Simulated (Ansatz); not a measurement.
# Which isomer of F2GaH3OSi gives these data?

These gas-phase data were calculated for one isomer of F2GaH3OSi at PBE0-D4/def2-SVP (harmonic, unscaled wavenumbers; equilibrium rotational constants with average atomic masses):

```
rotational constants            : 5.324, 1.299, 1.146 GHz
all wavenumbers above 1500 cm⁻¹ : 2286, 2274, 2101
```

Candidates:

(1) `[F][Ga]([F])[O][SiH3]`, a singlet
(2) `F[SiH2][O][GaH][F]`, a singlet

**Question.** Which structure fits?

**Answer.** Candidate (2). The band at 2101 cm⁻¹ lies where the Ga–H stretch is expected; (1) has no mode between 1700 and 2150 cm⁻¹.

The same quantities for all candidates:

```tsv
	rotational constants (GHz)	wavenumbers above 1500 cm⁻¹	E above the lowest, PBE0-D4/def2-SVP (kcal/mol)
(1)	5.663, 1.429, 1.157	2262, 2237, 2236	19.0
(2)	5.324, 1.299, 1.146	2286, 2274, 2101	0.0
```

Each candidate is one conformer. Programs: Ansatz 0.2.0.
